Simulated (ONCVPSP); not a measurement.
Configuration tests for Pb (ONCV)

* Element: lead (Pb)
* Generator: ONCVPSP 4.0.1
* Type: optimised norm-conserving Vanderbilt (ONCV)
* Functional: BLYP
* Relativity: scalar-relativistic
* Frozen core: [Xe] 4f14 5d10
* Valence charge: 4
* Reference configuration: 6s2 6p0.5 (charge +1.5)
* Partial waves: 6s: rc 1.90 bohr, ncon 4, nbas 8, qcut 3 1/bohr, 2 projectors, debl 1.6 Ha; 6p: rc 2.25 bohr, ncon 4, nbas 7, qcut 3 1/bohr, 2 projectors, debl 1.8 Ha
* Local potential: polynomial inside 1.90 bohr (lpopt 2, dvloc0 6 Ha)
* Core correction: none

Energies are relative to the spin-unpolarised reference configuration 6s2 6p0.5; without spin polarisation the order of configurations can differ from experiment.

```
valence configuration  charge  ΔE all-electron (eV)  error AE − PS (meV)
              6s2 6p1      +1                -5.819                  +20
              6s2 6p0      +2                 7.676                  +21
              6s1 6p2      +1                 3.672                 +101
```

Problem. What are ΔE and the potential's error for 6s2 6p2?

Solution. ΔE = -12.356 eV all-electron; the error (AE − PS) is +107 meV.

Levels in the configuration 6s2 6p0:

```tsv
level	all-electron (eV)	pseudo (eV)
6s	-27.455	-27.385
```

Note: no bound ghost flagged; GHOST(+) flagged for p at 54.1 eV.
